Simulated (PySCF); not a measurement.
## Ge(2+) (germanium, charge +2) across methods

[Ar] 3d10 4s1 4d1, high-spin 3D determinant (an excited configuration). Computed with PySCF 2.14 in dyall-av2z, with no relativity, point nucleus. The B2PLYP total includes its PT2 part (frozen core); its orbital energies are those of the SCF part.

| method | E (hartree) | mean ε 3d β (eV) | mean ε 4s α (eV) | mean ε 4d α (eV) | Σ⟨r²⟩ (bohr²) | ⟨S²⟩ |
| --- | --- | --- | --- | --- | --- | --- |
| r2SCAN | -2075.347 | -55.397 | -32.752 | -12.007 | 28.80 | 2.001 |
| PBE0 | -2075.112 | -58.668 | -33.686 | -12.498 | 29.07 | 2.000 |
| LDA | -2072.206 | -55.064 | -33.032 | -11.887 | 28.84 | 2.000 |
| LC-wPBE | -2075.073 | -60.347 | -36.649 | -14.141 | 28.92 | 2.000 |
| BP86 | -2075.636 | -54.828 | -32.789 | -12.127 | 28.86 | 2.000 |
| UHF | -2073.83610 | -69.545 | -36.357 | -13.497 | 30.22 | 2.000 |
| PBE | -2075.065 | -54.668 | -32.605 | -12.028 | 28.83 | 2.000 |
| PBEsol | -2073.567 | -54.681 | -32.667 | -11.940 | 28.81 | 2.000 |
| B2PLYP | -2074.961 | -62.755 | -34.738 | -12.796 | 29.51 | 2.000 |

The outer electron is Rydberg-like, and this basis confines it to a smaller radius and binds it less than a complete one would.
